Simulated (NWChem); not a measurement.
All runs are NWChem calculations. System: C$_{2}$H$_{4}$ClFSi, charge 0, spin multiplicity 1, at a geometry optimised with B3LYP/def2-SVP. The structure started from a generated list of species. Level: CCSD(T)/cc-pVDZ, 13 core orbitals frozen.

NWChem printed:

```
             Northwest Computational Chemistry Package (NWChem) 7.3.0
             --------------------------------------------------------

                                NWChem Input Module
                                -------------------

 Scaling coordinates for geometry "geometry" by  1.889725989
 (inverse scale =  0.529177249)

 Turning off AUTOSYM since
 SYMMETRY directive was detected!

                             Geometry "geometry" -> ""
                             -------------------------

 Output coordinates in angstroms (scale by  1.889725989 to convert to a.u.)

  No.       Tag          Charge          X              Y              Z
 ---- ---------------- ---------- -------------- -------------- --------------
    1 F                    9.0000     2.70969300    -0.53492100     0.00000000
    2 Si                  14.0000     1.08955100    -0.73298100     0.00000000
    3 C                    6.0000     0.35294100     0.98743400     0.00000000
    4 C                    6.0000    -0.95273900     1.26645200     0.00000000
    5 Cl                  17.0000    -2.18464100     0.02430500     0.00000000
    6 H                    1.0000     0.72237500    -1.49140200     1.22377500
    7 H                    1.0000     0.72237500    -1.49140200    -1.22377500
    8 H                    1.0000     1.03234100     1.84953200     0.00000000
    9 H                    1.0000    -1.38036400     2.27279400     0.00000000

 Effective nuclear repulsion energy (a.u.)     262.6007389870

            Nuclear Dipole moment (a.u.)
            ----------------------------
        X                 Y               Z
 ---------------- ---------------- ----------------
    -0.0000132281     0.0000000000     0.0000000000

      Symmetry information
      --------------------

 Group name             Cs
 Group number              2
 Group order               2
 No. of unique centers     8

      Symmetry unique atoms

     1    2    3    4    5    6    8    9


 Summary of "ao basis" -> "" (spherical)
 ------------------------------------------------------------------------------
       Tag                 Description            Shells   Functions and Types
 ---------------- ------------------------------  ------  ---------------------
 *                          cc-pvdz                   on all atoms

 Summary of "ao basis" -> "ao basis" (spherical)
 ------------------------------------------------------------------------------
       Tag                 Description            Shells   Functions and Types
 ---------------- ------------------------------  ------  ---------------------
 F                          cc-pvdz                  6       14   3s2p1d
 Si                         cc-pvdz                  8       18   4s3p1d
 C                          cc-pvdz                  6       14   3s2p1d
 Cl                         cc-pvdz                  8       18   4s3p1d
 H                          cc-pvdz                  3        5   2s1p

                                 NWChem SCF Module
                                 -----------------

  ao basis        = "ao basis"
  functions       =    98
  atoms           =     9
  closed shells   =    28
  open shells     =     0
  charge          =   0.00
  wavefunction    = RHF
  use symmetry    = T
  symmetry adapt  = T

 Summary of "ao basis" -> "ao basis" (spherical)
 ------------------------------------------------------------------------------
       Tag                 Description            Shells   Functions and Types
 ---------------- ------------------------------  ------  ---------------------
 F                          cc-pvdz                  6       14   3s2p1d
 Si                         cc-pvdz                  8       18   4s3p1d
 C                          cc-pvdz                  6       14   3s2p1d
 Cl                         cc-pvdz                  8       18   4s3p1d
 H                          cc-pvdz                  3        5   2s1p

      Symmetry analysis of basis
      --------------------------

        a'         69
        a"         29

 Forming initial guess at       0.1s

      Superposition of Atomic Density Guess
      -------------------------------------
[...]
 total number of virtual orbitals        70
 number of virtuals per integral pass    70
 number of integral evaluations           1
 number of occupied per triples pass     15
 number of triples passes                 1

 commencing integral evaluation        1 at         518.82
  symmetry use  T
task         2 out of      1081 done   0%  at       0.1 secs
task        55 out of      1081 done   5%  at       3.9 secs
task       122 out of      1081 done  11%  at       6.4 secs
task       163 out of      1081 done  15%  at       7.6 secs
task       217 out of      1081 done  20%  at       9.1 secs
task       271 out of      1081 done  25%  at      10.6 secs
task       325 out of      1081 done  30%  at      12.6 secs
task       379 out of      1081 done  35%  at      16.0 secs
task       433 out of      1081 done  40%  at      19.0 secs
task       487 out of      1081 done  45%  at      21.9 secs
task       541 out of      1081 done  50%  at      24.6 secs
task       595 out of      1081 done  55%  at      27.2 secs
task       650 out of      1081 done  60%  at      29.0 secs
task       705 out of      1081 done  65%  at      29.8 secs
task       758 out of      1081 done  70%  at      31.7 secs
task       811 out of      1081 done  75%  at      33.7 secs
task       865 out of      1081 done  80%  at      35.2 secs
task       920 out of      1081 done  85%  at      36.3 secs
task       973 out of      1081 done  90%  at      37.0 secs
task      1027 out of      1081 done  95%  at      38.2 secs
task      1081 out of      1081 done 100%  at      39.2 secs
 commencing triples evaluation - blocking       1
 ccsd(t): done        1 out of       70 progress:    1.4%
 ccsd(t): done        2 out of       70 progress:    2.9%
 ccsd(t): done        3 out of       70 progress:    4.3%
 ccsd(t): done        4 out of       70 progress:    5.7%
 ccsd(t): done        5 out of       70 progress:    7.1%
 ccsd(t): done        6 out of       70 progress:    8.6%
 ccsd(t): done        7 out of       70 progress:   10.0%
 ccsd(t): done        8 out of       70 progress:   11.4%
 ccsd(t): done        9 out of       70 progress:   12.9%
 ccsd(t): done       10 out of       70 progress:   14.3%
 ccsd(t): done       11 out of       70 progress:   15.7%
 ccsd(t): done       12 out of       70 progress:   17.1%
 ccsd(t): done       13 out of       70 progress:   18.6%
 ccsd(t): done       14 out of       70 progress:   20.0%
 ccsd(t): done       15 out of       70 progress:   21.4%
 ccsd(t): done       16 out of       70 progress:   22.9%
 ccsd(t): done       17 out of       70 progress:   24.3%
 ccsd(t): done       18 out of       70 progress:   25.7%
 ccsd(t): done       19 out of       70 progress:   27.1%
 ccsd(t): done       20 out of       70 progress:   28.6%
 ccsd(t): done       21 out of       70 progress:   30.0%
 ccsd(t): done       22 out of       70 progress:   31.4%
 ccsd(t): done       23 out of       70 progress:   32.9%
 ccsd(t): done       24 out of       70 progress:   34.3%
 ccsd(t): done       25 out of       70 progress:   35.7%
 ccsd(t): done       26 out of       70 progress:   37.1%
 ccsd(t): done       27 out of       70 progress:   38.6%
 ccsd(t): done       28 out of       70 progress:   40.0%
 ccsd(t): done       29 out of       70 progress:   41.4%
 ccsd(t): done       30 out of       70 progress:   42.9%
 ccsd(t): done       31 out of       70 progress:   44.3%
 ccsd(t): done       32 out of       70 progress:   45.7%
 ccsd(t): done       33 out of       70 progress:   47.1%
 ccsd(t): done       34 out of       70 progress:   48.6%
 ccsd(t): done       35 out of       70 progress:   50.0%
 ccsd(t): done       36 out of       70 progress:   51.4%
 ccsd(t): done       37 out of       70 progress:   52.9%
 ccsd(t): done       38 out of       70 progress:   54.3%
 ccsd(t): done       39 out of       70 progress:   55.7%
 ccsd(t): done       40 out of       70 progress:   57.1%
 ccsd(t): done       41 out of       70 progress:   58.6%
 ccsd(t): done       42 out of       70 progress:   60.0%
 ccsd(t): done       43 out of       70 progress:   61.4%
 ccsd(t): done       44 out of       70 progress:   62.9%
 ccsd(t): done       45 out of       70 progress:   64.3%
 ccsd(t): done       46 out of       70 progress:   65.7%
 ccsd(t): done       47 out of       70 progress:   67.1%
 ccsd(t): done       48 out of       70 progress:   68.6%
 ccsd(t): done       49 out of       70 progress:   70.0%
 ccsd(t): done       50 out of       70 progress:   71.4%
 ccsd(t): done       51 out of       70 progress:   72.9%
 ccsd(t): done       52 out of       70 progress:   74.3%
 ccsd(t): done       53 out of       70 progress:   75.7%
 ccsd(t): done       54 out of       70 progress:   77.1%
 ccsd(t): done       55 out of       70 progress:   78.6%
 ccsd(t): done       56 out of       70 progress:   80.0%
 ccsd(t): done       57 out of       70 progress:   81.4%
 ccsd(t): done       58 out of       70 progress:   82.9%
 ccsd(t): done       59 out of       70 progress:   84.3%
 ccsd(t): done       60 out of       70 progress:   85.7%
 ccsd(t): done       61 out of       70 progress:   87.1%
 ccsd(t): done       62 out of       70 progress:   88.6%
 ccsd(t): done       63 out of       70 progress:   90.0%
 ccsd(t): done       64 out of       70 progress:   91.4%
 ccsd(t): done       65 out of       70 progress:   92.9%
 ccsd(t): done       66 out of       70 progress:   94.3%
 ccsd(t): done       67 out of       70 progress:   95.7%
 ccsd(t): done       68 out of       70 progress:   97.1%
 ccsd(t): done       69 out of       70 progress:   98.6%
 ccsd(t): done       70 out of       70 progress:  100.0%
 Time for integral evaluation pass     1       39.52
 Time for triples evaluation pass      1       63.64

 pseudo-e(mp4)  -0.21575785946490E-01
 pseudo-e(mp5)   0.10879197234397E-02
        e(t)    -0.20487866223050E-01

 --------------
 CCSD(T) Energy
 --------------
 Reference energy:                    -925.979689015880467

 CCSD corr. energy:                     -0.729889689096973
 T(CCSD) corr. energy:                  -0.021575785946490
 Total CCSD+T(CCSD) energy:           -926.731154490923927

 CCSD corr. energy:                     -0.729889689096973
 (T) corr. energy:                      -0.020487866223050
 Total CCSD(T) energy:                -926.730066571200496

 routine      calls  cpu(0)   cpu-min  cpu-ave  cpu-max   i/o
 aoccsd          1     0.05     0.05     0.05     0.05    0.00
 iterdrv         1     0.06     0.06     0.06     0.06    0.00
 pampt          13     0.49     0.49     0.49     0.49    0.00
 t2pm           13     1.34     1.34     1.34     1.34    0.00
 sxy            13     3.92     3.92     3.92     3.92    0.00
 ints     14745315   382.55   382.55   382.55   382.55    0.00
 t2eri       14053    78.94    78.94    78.94    78.94    0.00
 idx2        14053     8.29     8.29     8.29     8.29    0.00
 idx34          13     0.74     0.74     0.74     0.74    0.00
 ht2pm          13     1.18     1.18     1.18     1.18    0.00
 itm            13     8.25     8.25     8.25     8.25    0.00
 pdiis          13     0.12     0.12     0.12     0.12    0.00
 triples         1     0.00     0.00     0.00     0.00    0.00
 rdtrpo          1     0.07     0.07     0.07     0.07    0.00
 trpmos          1    39.52    39.52    39.52    39.52    0.00
 trpdrv          1     5.69     5.69     5.69     5.69    0.00
 dovvv      252000    29.50    29.50    29.50    29.50    0.00
 doooo      252000     7.64     7.64     7.64     7.64    0.00
 tengy      236250    20.33    20.33    20.33    20.33    0.00
 Total               588.69   588.69   588.69   588.69    0.00

 Task  times  cpu:      630.9s     wall:      630.9s

 Total times  cpu:      631.0s     wall:      631.0s
```

Question: Write an NWChem input that would produce this output.

Answer: This is not unique; one that fits is 
```
start mol
memory heap 100 mb stack 700 mb global 1900 mb
geometry units angstroms nocenter noautoz
  F      2.709693    -0.534921     0.000000
  Si     1.089551    -0.732981     0.000000
  C      0.352941     0.987434     0.000000
  C     -0.952739     1.266452     0.000000
  Cl    -2.184641     0.024305     0.000000
  H      0.722375    -1.491402     1.223775
  H      0.722375    -1.491402    -1.223775
  H      1.032341     1.849532     0.000000
  H     -1.380364     2.272794     0.000000
  symmetry group Cs
end
basis spherical
  * library cc-pvdz
end
scf
  rhf
  nopen 0
  maxiter 100
  thresh 1e-7
  semidirect memsize 60000000 filesize 0
end
ccsd
  freeze core 13
  maxiter 60
end
task ccsd(t) energy
```
